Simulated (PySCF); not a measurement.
C3H7O3S (doublet state).
SMILES with atom numbers: `[CH2:1][C@H:2]([CH3:3])[S:4](=[O:5])(=[O:6])[OH:7]` (hydrogens: H8, H9 on C1; H10 on C2; H11, H12, H13 on C3; H14 on O7)

Geometry (GFN2-xTB, Å), atoms numbered from 1 in this order:
```xyz
14
C3H7O3S angstrom
C     -0.1706    1.5235    0.3860
C     -0.5902    0.4484   -0.4306
C     -1.3742   -0.6725    0.2058
S      1.0092   -0.4822   -1.0027
O      1.9465    0.4379   -1.5831
O      0.6607   -1.6662   -1.7261
O      1.6385   -0.9288    0.4299
H     -0.0148    1.3745    1.4386
H      0.1718    2.4420   -0.0498
H     -0.9678    0.7402   -1.4092
H     -0.9025   -0.9774    1.1367
H     -2.3934   -0.3519    0.4153
H     -1.3994   -1.5266   -0.4657
H      2.3856   -0.3615    0.6277
```

The hyperfine couplings belong to this conformer and change with its torsions.

Computed with UKS B3LYP, pcH-1 on C H O S, non-relativistic, mean-field spin-orbit, GIAO (PySCF 2.14.0). One conformer (not necessarily the lowest) at the GFN2-xTB geometry, without solvent, vibrations or thermal averaging. A GFN2-xTB geometry isn't a minimum of the functional, and hyperfine couplings can be far from their values at a DFT geometry. Stability of the SCF solution: not tested.

The largest Mulliken spin populations are on C1 (+0.98), C2 (-0.11), S4 (+0.09) and O6 (+0.06). C1 is the only atom above +0.15. The angles at C1 add up to 359.0°, so it is planar; its axial dipolar tensor and the negative couplings of its protons fit spin in a p orbital normal to that plane.

Problem. Find Q in a(H) = Q·ρ(C) for the protons on the planar carbons that carry spin.

Solution. 
```tsv
H	C	ρ(C)	a(H) (G)	a/ρ (G)
H8	C1	+0.977	-20.41	-20.9
H9	C1	+0.977	-20.43	-20.9
```

These protons share one ρ (within 0.01), so their mean ratio, Q = -20.9 G, is no test of linearity. In every row coupling and population have opposite signs.

Couplings in gauss use g_iso = 2.0028.
